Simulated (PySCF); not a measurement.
GeH3O3, charge +1, multiplicity 1.

```xyz
7

O     -1.5681    -0.6096     0.0000
Ge     0.0056     0.0070     0.0000
O      1.3010    -1.0938     0.0000
O      0.0637     1.7001     0.0000
H     -1.6877    -1.5751     0.0000
H      2.2255    -0.7948     0.0000
H      0.9120     2.1728     0.0000
```
Charge +1, spin multiplicity 1.

Geometry optimised at ωB97X-D3(BJ)/def2-SVP. The multiplicity is an assumed one; other spin states were not compared. The isomer is the one that the SMILES or the coordinates give; other isomers of the formula were not compared. The values are those of a single conformer.

Method: B3LYP/pcSseg-1 (PySCF). Non-relativistic, no solvent.

Task: Give the absolute GIAO shielding of each atom: isotropic value and principal components (ppm). (An estimate is asked for; the answer gives what the named calculation found.)

Result: 
```csv
atom,σ(iso),σ11,σ22,σ33,span
O1,241.4,159.2,260.1,304.9,145.7
Ge2,1250.4,1073.5,1322.3,1355.3,281.7
O3,209.7,91.2,238.4,299.4,208.2
O4,223.5,116.9,248.2,305.3,188.4
H5,25.5,17.2,19.9,39.2,22.0
H6,25.2,18.0,19.0,38.6,20.6
H7,25.4,18.0,19.4,38.9,20.9
```
